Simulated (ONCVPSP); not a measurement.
What one change does to a pseudopotential (platinum (Pt), ONCV)

ONCVPSP 4.0.1 input, shortened (lines: element, Z, core and valence counts, functional; n l f; lmax; l rc ep ncon nbas qcut; lloc lpopt rc5 dvloc0; l nproj debl; icmod fcfact rcfact), PBE, scalar-relativistic:

```
  Pt 78.00    9    5        4      upf
    1    0    2.00
    2    0    2.00
    2    1    6.00
    3    0    2.00
    3    1    6.00
    3    2   10.00
    4    0    2.00
    4    1    6.00
    4    2   10.00
    4    3   14.00
    5    0    2.00
    5    1    6.00
    5    2    9.00
    6    0    1.00
    3
    0    1.55    0.00    4    9    6.40
    1    1.15    0.00    5    8    7.90
    2    1.95    0.00    4    9    7.50
    3    0.90    0.00    3    8   22.80
    4    2    0.70    4.00
    0    2    0.50
    1    3    3.30
    2    1    2.70
    3    3    1.10
    0    0.00    0.00
```

In the f channel the program set the typed energies aside and used -2.575, 0.250, 1.350 Ha.

Change: d: qcut 4.7.

Cutoffs: the cutoffs (Ha) at which the residual kinetic energy of the hardest occupied pseudo-wave falls to 1 and 0.1 mHa per electron; they do not see the model core or the augmentation charge, which bear on the density cutoff. Errors are all-electron minus pseudo energies relative to the spin-unpolarised reference configuration.

Question: Predict the effect on cutoff, ghosts and configuration errors.

Answer: The potential gets neither clearly harder nor softer (199 Ha and 218 Ha → 199 Ha and 218 Ha); both files keep a bound ghost (p); of the 4 tests that both files solve, the error grows in 2 and shrinks in 2 by more than 15 % and 0.3 meV (median size 3.7 → 9.4 meV).

```csv
quantity,base,changed
"cutoff, loose",199 Ha,199 Ha
"cutoff, tight",218 Ha,218 Ha
loose cutoff by channel,"s 18 Ha, p 103 Ha, d 19 Ha, f 199 Ha","s 18 Ha, p 103 Ha, d 64 Ha, f 199 Ha"
bound ghosts,p,p
GHOST(+) flags under 300 eV,s at 46.5 eV,"s at 46.5 eV, d at 280.2 eV"
"error for 4f14 5s2 5p6 5d9 6s0, meV [ΔE 9.19 eV]",-5.8,-3.3
"error for 4f14 5s2 5p6 5d8 6s0, meV [ΔE 29.16 eV]",-4.8,-15
"error for 4f14 5s2 5p6 5d7 6s0, meV [ΔE 61.38 eV]",-1.2,-22
"error for 4f14 5s2 5p6 5d9.5 6s0.5, meV [ΔE -0.12 eV]",-2.6,-1.2
s: phases at 1.58 bohr within 0.05 rad from the reference energy up to (Ha; the scan ends near 5),1.2,1.2
p: phases at 1.17 bohr within 0.05 rad from the reference energy up to (Ha; the scan ends near 5),to the end of the scan,to the end of the scan
d: phases at 1.98 bohr within 0.05 rad from the reference energy up to (Ha; the scan ends near 5),2.0,1.7
f: phases at 0.91 bohr within 0.05 rad from the reference energy up to (Ha; the scan ends near 5),to the end of the scan,to the end of the scan
```

 A true bound ghost makes a file unfit for plane-wave use even where its test errors are small: the radial tests pick states by their node count and pass the ghost by.
